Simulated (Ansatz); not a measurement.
C$_{3}$H$_{7}$B$_{2}$Cl, SMILES `CB1CB1CCl`. Total charge 0; spin multiplicity 1.

Cartesian coordinates in Å:
```
C -1.118 -1.294 1.526
B -0.345 -0.370 0.539
C 0.447 1.053 0.633
B 0.363 0.330 -0.639
C 0.866 0.622 -2.081
Cl 0.412 -0.626 -3.290
H -0.448 -1.723 2.278
H -1.572 -2.122 0.980
H -1.913 -0.767 2.062
H 0.012 0.637 1.586
H 0.870 1.997 0.974
H 0.471 1.568 -2.455
H 1.954 0.695 -2.111
```

**Question.** Give the diagnostics of a CCSD(T)/def2-TZVPP run (frozen core, Ansatz). (An estimate is asked.)

**Answer.** The calculation gave: T1 = 0.0108, largest single amplitude 0.012, largest double 0.044, (T) share of the correlation energy 4.4 %, 9 CCSD cycles. The RHF solution is stable towards an unrestricted one. T1 lies under the customary mark of 0.02 for closed shells.
